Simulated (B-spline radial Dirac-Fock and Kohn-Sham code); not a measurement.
Photoemission from Fe at 2000 eV, detector at θ = 60°, φ = 180°

System: the free iron atom, [Ar] 3d6 4s2. These are calculated numbers from a radial atomic solver; the model is Dirac-Hartree-Slater photoionisation with a Latter tail; cross sections with all multipoles, angular parameters from the dipole term and its interference with E2. Thresholds are tabulated edges, those marked * orbital energies of the model. For linearly polarised light dσ/dΩ = σ/(4π) [1 + β P₂(cos θ) + (δ + γ cos²θ) sin θ cos φ], with θ from the polarisation vector and φ the angle between the beam and the projection of the electron momentum on the plane normal to the polarisation. The dipole factor is 1 + βP₂ and the non-dipole term is the rest of the bracket. Open shells are filled statistically over j.

| subshell | threshold (eV) | σ (kb) | β | γ | δ | dipole factor | non-dipole term | dσ/dΩ (kb/sr) |
| --- | --- | --- | --- | --- | --- | --- | --- | --- |
| 2s | 844.6 | 36.6 | 2.00 | -0.03 | 0.000 | 0.750 | +0.006 | 2.20 |
| 2p1/2 | 719.9 | 32.4 | 1.41 | 0.48 | 0.036 | 0.823 | -0.136 | 1.77 |
| 2p3/2 | 706.8 | 62.1 | 1.43 | 0.49 | 0.036 | 0.822 | -0.138 | 3.38 |
| 3s | 91.30 | 5.61 | 2.00 | 0.11 | 0.000 | 0.750 | -0.023 | 0.324 |
| 3p1/2 | 67.22* | 3.56 | 1.38 | 0.57 | 0.031 | 0.828 | -0.150 | 0.192 |
| 3p3/2 | 65.60* | 6.83 | 1.39 | 0.58 | 0.031 | 0.826 | -0.152 | 0.366 |
| 3d3/2 | 12.10* | 0.313 | 0.77 | 0.66 | 0.143 | 0.904 | -0.267 | 0.0158 |
| 3d5/2 | 11.92* | 0.457 | 0.76 | 0.66 | 0.145 | 0.905 | -0.268 | 0.0232 |
| 4s | 7.23* | 0.352 | 2.00 | 0.12 | 0.000 | 0.750 | -0.027 | 0.0203 |
